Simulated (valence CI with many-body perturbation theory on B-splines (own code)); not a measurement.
## E1 transitions of Sb⁴⁶⁺

Calculated by valence CI with perturbative core correlation (CI+MBPT): three valence electrons over a frozen Dirac-Fock core [He], radial functions for each j: 11 s, 11 p, 10 d, 8 f, 5 g, 2 h, with the one-electron correlation potential Σ1, the two-electron term Σ2, the three-electron term Σ3, Breit, model QED; selected CI, second order for the rest, scaled by the run's own slope (own B-spline code, finite nucleus).

The last digits are not significant, and no measured levels were compared; by estimate large intervals hold to a few tenths of a per cent, small ones and those within an open d or f shell to about a per cent.

Lines 1 to 50 of 485 in falling wavelength, among levels below 486.13 Ry, chosen from the strongest by gf and those to the six lowest levels. Wavelengths and rates use the calculated energies. Electric multipoles are in the length gauge, E1 and E2 with the static RPA response of the core. Weak lines are less certain than strong ones. Lines between different terms over intervals too small for the method are left out, as are lines whose strength nearly cancels. The highest levels of a list are the least certain.

Levels are named by their leading jj configuration (3d3/2^4 stands for four electrons in 3d with j = 3/2), which in mixed levels can hold well under half, so a name can repeat and another be missing. Letters in brackets count levels of one name in rising energy.

```tsv
λ vac (nm)	Upper	Lower	A (s⁻¹)	S (a.u.) with core polarisation	S without
97.05	(2s 2p1/2 4f7/2) J=7/2 [a]	(2s 2p1/2 4d5/2) J=5/2 [a]	1.03e+08	3.73e-01	3.73e-01
95.05	(2s 2p1/2 4f7/2) J=9/2	(2s 2p1/2 4d5/2) J=7/2	1.15e+08	4.85e-01	4.85e-01
88.57	(2s^2 4f7/2) J=7/2	(2s^2 4d5/2) J=5/2	1.41e+08	3.88e-01	3.88e-01
66.80	(2p1/2^2 4f5/2) J=5/2	(2p1/2^2 4d3/2) J=3/2	3.12e+08	2.75e-01	2.75e-01
64.19	(2s^2 4f5/2) J=5/2	(2s^2 4d3/2) J=3/2	3.45e+08	2.70e-01	2.70e-01
62.80	(2s 2p1/2 4f5/2) J=5/2 [a]	(2s 2p1/2 4d3/2) J=3/2 [a]	3.63e+08	2.66e-01	2.66e-01
61.09	(2s 2p1/2 4f5/2) J=7/2	(2s 2p1/2 4d3/2) J=5/2	3.75e+08	3.37e-01	3.37e-01
54.78	(2s 2p3/2 4p1/2) J=3/2	(2s 2p3/2 4s) J=5/2	7.07e+08	2.29e-01	2.29e-01
51.97	(2s 2p3/2 4p1/2) J=5/2	(2s 2p3/2 4s) J=5/2	5.67e+08	2.36e-01	2.36e-01
49.85	(2s 2p1/2 4d5/2) J=7/2	(2s 2p1/2 4p3/2) J=5/2	1.25e+09	6.09e-01	6.09e-01
49.27	(2s 2p1/2 4d5/2) J=5/2 [a]	(2s 2p1/2 4p3/2) J=3/2 [a]	1.20e+09	4.26e-01	4.26e-01
48.87	(2p1/2^2 4d5/2) J=5/2	(2p1/2^2 4p3/2) J=3/2	1.36e+09	4.70e-01	4.70e-01
47.37	(2s^2 4d5/2) J=5/2	(2s^2 4p3/2) J=3/2	1.43e+09	4.49e-01	4.49e-01
46.50	(2s 2p1/2 4d5/2) J=5/2 [b]	(2s 2p1/2 4p3/2) J=3/2 [b]	1.34e+09	4.01e-01	4.01e-01
44.69	(2s 2p1/2 4d5/2) J=3/2	(2s 2p1/2 4p3/2) J=1/2	1.36e+09	2.39e-01	2.39e-01
26.65	(2s 2p1/2 4d3/2) J=3/2 [b]	(2s 2p1/2 4p1/2) J=1/2 [b]	3.56e+09	1.33e-01	1.33e-01
26.18	(2s 2p1/2 4d3/2) J=1/2	(2s 2p1/2 4p1/2) J=1/2 [b]	6.15e+09	1.09e-01	1.09e-01
26.10	(2s 2p3/2 4d3/2) J=5/2	(2s 2p3/2 4p1/2) J=5/2	3.83e+09	2.02e-01	2.02e-01
25.44	(2s 2p3/2 4d3/2) J=5/2	(2s 2p3/2 4p1/2) J=3/2	3.71e+09	1.81e-01	1.81e-01
25.33	(2s 2p3/2 4d3/2) J=7/2	(2s 2p3/2 4p1/2) J=5/2	6.88e+09	4.41e-01	4.41e-01
25.18	(2p1/2^2 4d3/2) J=3/2	(2p1/2^2 4p1/2) J=1/2	8.22e+09	2.59e-01	2.59e-01
24.99	(2s 2p1/2 4d3/2) J=3/2 [a]	(2s 2p1/2 4p1/2) J=1/2 [a]	8.08e+09	2.49e-01	2.49e-01
24.94	(2s 2p3/2 4p3/2) J=3/2	(2s 2p3/2 4s) J=3/2 [a]	7.48e+09	2.29e-01	2.29e-01
24.85	(2s 2p3/2 4d3/2) J=3/2	(2s 2p3/2 4p1/2) J=3/2	6.44e+09	1.95e-01	1.95e-01
24.84	(2s^2 4d3/2) J=3/2	(2s^2 4p1/2) J=1/2	8.15e+09	2.47e-01	2.47e-01
24.74	(2s 2p1/2 4d3/2) J=5/2	(2s 2p1/2 4p1/2) J=3/2	7.55e+09	3.39e-01	3.39e-01
24.51	(2s 2p3/2 4d3/2) J=1/2	(2s 2p3/2 4p1/2) J=3/2	8.46e+09	1.23e-01	1.23e-01
24.19	(2s 2p1/2 4p3/2) J=1/2	(2s 2p1/2 4s) J=1/2 [b]	9.35e+09	1.31e-01	1.31e-01
23.73	(2s 2p1/2 4p3/2) J=3/2 [b]	(2s 2p1/2 4s) J=1/2 [b]	6.70e+09	1.77e-01	1.77e-01
23.27	(2s 2p3/2 4p3/2) J=7/2	(2s 2p3/2 4s) J=5/2	1.21e+10	6.00e-01	6.00e-01
23.22	(2s 2p3/2 4p3/2) J=5/2	(2s 2p3/2 4s) J=3/2 [a]	6.43e+09	2.38e-01	2.38e-01
23.21	(2s 2p1/2 4d3/2) J=3/2 [b]	(2s 2p1/2 4p1/2) J=3/2	4.55e+09	1.12e-01	1.12e-01
22.90	(2p1/2^2 4p3/2) J=3/2	(2p1/2^2 4s) J=1/2	1.33e+10	3.15e-01	3.15e-01
22.50	(2s^2 4p3/2) J=3/2	(2s^2 4s) J=1/2	1.31e+10	2.94e-01	2.94e-01
22.42	(2s 2p1/2 4p3/2) J=3/2 [a]	(2s 2p1/2 4s) J=1/2 [a]	1.33e+10	2.96e-01	2.96e-01
22.34	(2s 2p3/2 4p3/2) J=1/2	(2s 2p3/2 4s) J=3/2 [a]	1.36e+10	1.50e-01	1.50e-01
22.22	(2s 2p1/2 4p3/2) J=5/2	(2s 2p1/2 4s) J=3/2	1.42e+10	4.61e-01	4.61e-01
21.82	(2s 2p1/2 4p3/2) J=3/2 [b]	(2s 2p1/2 4s) J=3/2	5.98e+09	1.23e-01	1.23e-01
21.15	(2s 2p3/2 3d5/2) J=9/2	(2s 2p3/2 3p3/2) J=7/2	3.65e+09	1.71e-01	1.71e-01
20.98	(2s 2p3/2 4p3/2) J=5/2	(2s 2p3/2 4s) J=5/2	8.04e+09	2.20e-01	2.20e-01
20.93	(2p1/2 2p3/2 3d5/2) J=9/2	(2p1/2 2p3/2 3p3/2) J=7/2	4.36e+09	1.97e-01	1.97e-01
20.86	(2p3/2^2 3d5/2) J=7/2	(2p3/2^2 3p3/2) J=5/2	3.34e+09	1.20e-01	1.20e-01
20.63	(2p3/2^2 3d5/2) J=9/2	(2p3/2^2 3p3/2) J=7/2	4.25e+09	1.84e-01	1.84e-01
20.58	(2p1/2 2p3/2 3d5/2) J=7/2 [a]	(2p1/2 2p3/2 3p3/2) J=5/2 [a]	4.00e+09	1.38e-01	1.38e-01
20.50	(2s 2p1/2 3d5/2) J=7/2	(2s 2p1/2 3p3/2) J=5/2	4.10e+09	1.39e-01	1.40e-01
20.28	(2p1/2 2p3/2 3d5/2) J=7/2 [b]	(2p1/2 2p3/2 3p3/2) J=5/2 [b]	3.96e+09	1.30e-01	1.31e-01
20.03	(2p3/2^2 3d5/2) J=5/2 [b]	(2p3/2^2 3p3/2) J=3/2 [b]	4.49e+09	1.07e-01	1.07e-01
20.03	(2p1/2^2 3d5/2) J=5/2	(2p1/2^2 3p3/2) J=3/2	4.82e+09	1.15e-01	1.15e-01
19.50	(2s 2p1/2 3d5/2) J=5/2 [a]	(2s 2p1/2 3p3/2) J=3/2 [a]	4.05e+09	8.89e-02	8.89e-02
18.25	(2s 2p1/2 3d5/2) J=5/2 [b]	(2s 2p1/2 3p3/2) J=3/2 [b]	4.93e+09	8.87e-02	8.88e-02
```
